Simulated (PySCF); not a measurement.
A structure optimised at PBE-D3(BJ)/def2-SVP, used in a PySCF frequency run:

```xyz
5

Se     0.0000     0.0000    -0.3232
F      0.0000     1.8029    -0.1904
F      1.3347     0.0000     0.8008
F      0.0000    -1.8029    -0.1904
F     -1.3347     0.0000     0.8008
```
Charge 0, spin multiplicity 1.

**Question.** Write its SMILES, formula and point group.

**Answer.** F[Se](F)(F)F, F₄Se, C2v

**Question.** What are its rotational constants (standard atomic weights)?

**Answer.** 4.9721, 3.2093, 2.6432 GHz
